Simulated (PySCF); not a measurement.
Sn(H)(Cl)2(Et) (C₂H₆Cl₂Sn), SMILES C[CH2][SnH]([Cl])[Cl]. The structure is a stationary point at PBE-D3(BJ)/def2-SVP. The structure was generated by enumeration; whether it is a known compound was not checked. The def2 effective core potentials stand for the cores of Sn; spin–orbit coupling is left out. Other conformers were not sampled.

Computed equilibrium geometry at PBE-D3(BJ)/def2-SVP (PySCF confirms it by a frequency run) as Cartesian coordinates in Å, and its point group (one conformer of several):
point group Cs.
```xyz
11

Sn     0.5374    -0.1766     0.0000
Cl    -0.7069    -0.8694    -1.9039
Cl    -0.7069    -0.8694     1.9039
C      0.4773     1.9919     0.0000
C     -0.9630     2.4983     0.0000
H      2.0080    -1.0834     0.0000
H      1.0449     2.3138     0.8972
H      1.0449     2.3138    -0.8972
H     -0.9900     3.6080     0.0000
H     -1.5155     2.1469     0.8946
H     -1.5155     2.1469    -0.8946
```
Charge 0, spin multiplicity 1.
